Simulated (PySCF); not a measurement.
# Strontium: a sound run and one with changed settings

Sound run: Sr [Kr] 5s2, Sr⁺ [Kr] 5s1. Calculation: PySCF 2.14, in x2c-SVPall (6s4p5d1f, 50 functions); scalar relativity by spin-free X2C-1e. In the sound run the correlated levels freeze [Kr]. The sound run starts from symmetry-adapted Hartree-Fock orbitals and uses a fine grid where one is needed.

Changed run: the non-relativistic Hamiltonian (point nucleus). This setting is unsound on purpose.

```
species   method  sound run (hartree)  changed run (hartree)  converged
     Sr      UHF          -3177.02417            -3105.94010        yes
     Sr    M06-L          -3178.81860            -3107.73428        yes
     Sr      PBE          -3178.55092            -3107.46927        yes
     Sr      MP2          -3177.03991            -3105.95610        yes
     Sr  CCSD(T)          -3177.04837            -3105.96506        yes
    Sr⁺      UHF          -3176.84871            -3105.77096        yes
    Sr⁺    M06-L          -3178.60537            -3107.52837        yes
    Sr⁺      PBE          -3178.33799            -3107.26435        yes
```

Ionisation energy of Sr:

| method | sound run (eV) | changed run (eV) |
| --- | --- | --- |
| UHF | 4.774 | 4.602 |
| M06-L | 5.802 | 5.603 |
| PBE | 5.794 | 5.576 |
| MP2 | 5.203 | 5.038 |
| SCS-MP2 | 5.288 | 5.125 |
| CCSD | 5.433 | 5.282 |
| CCSD(T) | 5.433 | 5.282 |
| CCSDT | 5.433 | 5.282 |
| FCI | 5.433 | 5.282 |

Most of the change in total energy is the relativistic energy itself. On top of that the contraction fixes the core shape for the Hamiltonian it was made with, so the changed run is not a good calculation with the other Hamiltonian either.

For comparison, NIST gives 5.695 eV between the lowest levels.
